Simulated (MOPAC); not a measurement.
A run for MOPAC: PM3 on CH4OSi (SMILES CO[SiH]), a point of a torsion scan.

```
PM3 1SCF PRECISE CHARGE=0 THREADS=1
CH4OSi

C     -0.78185746 1    -0.19696318 1     0.06709463 1
O     -0.16242876 1     0.91718406 1    -0.50690580 1
Si    -0.05365034 1     1.49717147 1    -2.01898828 1
H     -0.39198391 1    -1.12420433 1    -0.36194430 1
H     -1.86378099 1    -0.16418081 1    -0.08848672 1
H     -0.57575708 1    -0.18624645 1     1.13872110 1
H     -0.83738951 1     0.49266205 1    -2.80676525 1
```

It printed:

```
*******************************************************************************
 **                                                                           **
 **                              MOPAC v23.2.5                                **
 **                                                                           **
 *******************************************************************************
 ** MOPAC's Digital Object Identifier: https://doi.org/10.5281/zenodo.6511958 **
 **                                                                           **
 ** Please cite the open-source release paper for use of this MOPAC version:  **
 ** J. E. Moussa and J. J. P. Stewart (2026)                                  **
 ** MOPAC: An open-source semiempirical molecular orbital program             **
 ** J. Open Source Softw., 11(119), 8025, https://doi.org/10.21105/joss.08025 **
 *******************************************************************************

                              PM3 CALCULATION RESULTS

 *******************************************************************************
 *  PM3        - The PM3 Hamiltonian to be used
 *
 *
 *
 *                 CHARGE ON SYSTEM = 0
 *
 *
 *
 *  PRECISE    - TIGHTER CRITERIA TO BE USED
 *  1SCF       - DO 1 SCF AND THEN STOP
 *  THREADS=1  - MULTI-THREADING NOT USED
 *  T=         - A TIME OF 172800.0 SECONDS REQUESTED
 *  DUMP=N     - RESTART FILE WRITTEN EVERY 7200.0 SECONDS REQUESTED
 *******************************************************************************
PM3 1SCF PRECISE CHARGE=0 THREADS=1
 CH4OSi

   ATOM   CHEMICAL          X               Y               Z
  NUMBER   SYMBOL      (ANGSTROMS)     (ANGSTROMS)     (ANGSTROMS)

     1       C         -0.78185746  *  -0.19696318  *   0.06709463  *
     2       O         -0.16242876  *   0.91718406  *  -0.50690580  *
     3      Si         -0.05365034  *   1.49717147  *  -2.01898828  *
     4       H         -0.39198391  *  -1.12420433  *  -0.36194430  *
     5       H         -1.86378099  *  -0.16418081  *  -0.08848672  *
     6       H         -0.57575708  *  -0.18624645  *   1.13872110  *
     7       H         -0.83738951  *   0.49266205  *  -2.80676525  *



          CARTESIAN COORDINATES

    NO.       ATOM           X           Y           Z

     1         C         -0.7819     -0.1970      0.0671
     2         O         -0.1624      0.9172     -0.5069
     3        Si         -0.0537      1.4972     -2.0190
     4         H         -0.3920     -1.1242     -0.3619
     5         H         -1.8638     -0.1642     -0.0885
     6         H         -0.5758     -0.1862      1.1387
     7         H         -0.8374      0.4927     -2.8068

  H: (PM3): J. J. P. STEWART, J. COMP. CHEM. 10, 209 (1989).
  C: (PM3): J. J. P. STEWART, J. COMP. CHEM. 10, 209 (1989).
  O: (PM3): J. J. P. STEWART, J. COMP. CHEM. 10, 209 (1989).
 Si: (PM3): J. J. P. STEWART, J. COMP. CHEM. 10, 209 (1989).

           Empirical Formula: C H4 O Si  =     7 atoms



      MOLECULAR POINT GROUP   :   Cs


      RHF CALCULATION, NO. OF DOUBLY OCCUPIED LEVELS = 9


 -------------------------------------------------------------------------------
 PM3 1SCF PRECISE CHARGE=0 THREADS=1
 CH4OSi



     1SCF WAS SPECIFIED, SO BFGS WAS NOT USED
     SCF FIELD WAS ACHIEVED


                              PM3 CALCULATION
                                                       MOPAC v23.2.5 Linux




          FINAL HEAT OF FORMATION =        -26.64871 KCAL/MOL =    -111.49819 KJ/MOL


          COSMO AREA              =        105.99 SQUARE ANGSTROMS
          COSMO VOLUME            =         93.56 CUBIC ANGSTROMS

          IONIZATION POTENTIAL    =          8.004754 EV
          HOMO LUMO ENERGIES (EV) =         -8.005 -1.273
          NO. OF FILLED LEVELS    =          9
          MOLECULAR WEIGHT        =         60.1275         POINT GROUP:  Cs

          MOLECULAR DIMENSIONS (Angstroms)

            Atom       Atom       Distance
            H     7    H     6     4.01201
           Si     3    H     4     2.35051
            H     5    H     4     1.64519


          SCF CALCULATIONS        =          1





   ATOM   CHEMICAL          X               Y               Z
  NUMBER   SYMBOL      (ANGSTROMS)     (ANGSTROMS)     (ANGSTROMS)

     1       C         -0.78185746  *  -0.19696318  *   0.06709463  *
     2       O         -0.16242876  *   0.91718406  *  -0.50690580  *
     3      Si         -0.05365034  *   1.49717147  *  -2.01898828  *
     4       H         -0.39198391  *  -1.12420433  *  -0.36194430  *
     5       H         -1.86378099  *  -0.16418081  *  -0.08848672  *
     6       H         -0.57575708  *  -0.18624645  *   1.13872110  *
     7       H         -0.83738951  *   0.49266205  *  -2.80676525  *

                             CARTESIAN COORDINATES

   1    C       -0.781857460    -0.196963180     0.067094630
   2    O       -0.162428760     0.917184060    -0.506905800
   3   Si       -0.053650340     1.497171470    -2.018988280
   4    H       -0.391983910    -1.124204330    -0.361944300
   5    H       -1.863780990    -0.164180810    -0.088486720
   6    H       -0.575757080    -0.186246450     1.138721100
   7    H       -0.837389510     0.492662050    -2.806765250


           Empirical Formula: C H4 O Si  =     7 atoms



      MOLECULAR POINT GROUP   :   Cs


                  EIGENVALUES
 -37.72227 -26.81106 -17.54779 -16.11531 -15.73835 -13.01818 -11.36431 -10.91603
  -8.00475  -1.27288   1.03028   2.22105   3.65326   4.17469   4.27927   5.22746


              NET ATOMIC CHARGES AND DIPOLE CONTRIBUTIONS

  ATOM NO.   TYPE          CHARGE      No. of ELECS.   s-Pop       p-Pop
    1          C           0.110819        3.8892     1.12664     2.76255
    2          O          -0.405814        6.4058     1.76946     4.63636
    3         Si           0.513977        3.4860     1.71965     1.76637
    4          H           0.006777        0.9932     0.99322
    5          H           0.006892        0.9931     0.99311
    6          H           0.027551        0.9724     0.97245
    7          H          -0.260202        1.2602     1.26020
 DIPOLE           X         Y         Z       TOTAL
 POINT-CHG.     0.664     1.121    -0.317     1.341
 HYBRID        -1.780    -3.061     1.100     3.708
 SUM           -1.116    -1.940     0.783     2.371


          ATOMIC ORBITAL ELECTRON POPULATIONS

     Atom    s        px        py        pz
    1  C   1.12664   0.93805   0.86844   0.95605
    2  O   1.76946   1.63790   1.41312   1.58534
    3 Si   1.71965   0.46793   0.73959   0.55885
    4  H   0.99322
    5  H   0.99311
    6  H   0.97245
    7  H   1.26020

 **********************
 *                    *
 * JOB ENDED NORMALLY *
 *                    *
 **********************




 == MOPAC DONE ==
```

The run finished.

Cost: around 0.03 core-seconds (rough).
